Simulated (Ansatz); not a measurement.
Consider the formal hydrolysis of the Si–S bond: `CS[SiH2][SiH3]` + H₂O → `O[SiH2][SiH3]` + CH₃SH.

Isolated molecules relaxed with PBE0-D4/def2-TZVP in Ansatz; ΔE leaves out vibrations. CBS: MP2 limit from def2 TZ/QZ plus the TZ coupled-cluster correction, frozen cores. This one scheme is used for every species. DFT in def2-TZVPP. B3LYP here is the variant with VWN-RPA as its local correlation; programs differ in this. Each species was taken in one conformer, which may not be the lowest.

Problem. Is it downhill or uphill in electronic energy at CCSD(T)/CBS, and by how much? (An estimate is asked.)

Solution. The calculation gave: Downhill: ΔE = -0.16 eV.

Problem. What do these levels give: PBE-D4, PBE, B3LYP, MP2/def2-TZVPP, MP2/def2-QZVPP, CCSD/CBS(def2)? (Best estimate.)

Solution. Computed: PBE-D4 -0.10, PBE -0.16, B3LYP -0.33, MP2/def2-TZVPP -0.17, MP2/def2-QZVPP -0.14, CCSD/CBS(def2) -0.21 eV.

Largest T1 diagnostic among the species: 0.012.

The D4 term adds +0.10 eV with B3LYP and +0.06 eV with PBE0; it sums over pairs of atoms, weighted by their polarisabilities, and B3LYP, whose exchange is more repulsive, gets the larger term. In def2-TZVPP, CCSD(T) changes the Hartree–Fock value by +0.21 eV (the triples alone add +0.04 eV) and MP2 by +0.26 eV.
